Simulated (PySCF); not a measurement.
# Stationary points of TaOI₃

Method: PBE0 in PySCF with Ta def2-SVP with ECP60, O def2-SVP, I def2-SVP with ECP28; scalar-relativistic core potentials, no spin–orbit coupling; density-fitted integrals.

Relaxations began from a few typed shapes. The search is not exhaustive: other isomers or separated fragments can lie lower, and high-lying points may rest on an excited occupation.

| spin | group | bonds | angles | imaginary modes (cm⁻¹) | ΔE (kJ/mol) | ΔE with ZPE (kJ/mol) |
| --- | --- | --- | --- | --- | --- | --- |
| singlet | C3v | Ta–I 2.646 Å (×3), Ta–O 1.701 Å | I–Ta–I 112.2° (×3), I–Ta–O 106.6° (×3) | none | 0.0 | 0.0 |
| singlet | C3v | Ta–I 2.645 Å (×3), Ta–O 1.700 Å | I–Ta–I 112.3° (×3), I–Ta–O 106.4° (×3) | none | 0.2 | 0.6 |
| singlet | C2v | Ta–I 2.699 Å (×2), Ta–I 2.854 Å, Ta–O 1.705 Å | I–Ta–I 87.2° (×2), I–Ta–I 174.4°, I–Ta–O 92.8° (×2), I–Ta–O 180.0° | 177i, 29i | 295.7 | – |

The lowest minimum found is the singlet C3v: Ta–I 2.646 Å (×3), Ta–O 1.701 Å; I–Ta–I 112.2° (×3), I–Ta–O 106.6° (×3).

Formally Ta is in oxidation state +5, d0. The polar-tensor charge on Ta, 1.80, is far below the formal one.

For the lowest minimum: stability towards spin polarisation was not tested. With an element this heavy the missing spin–orbit coupling can shift these numbers.
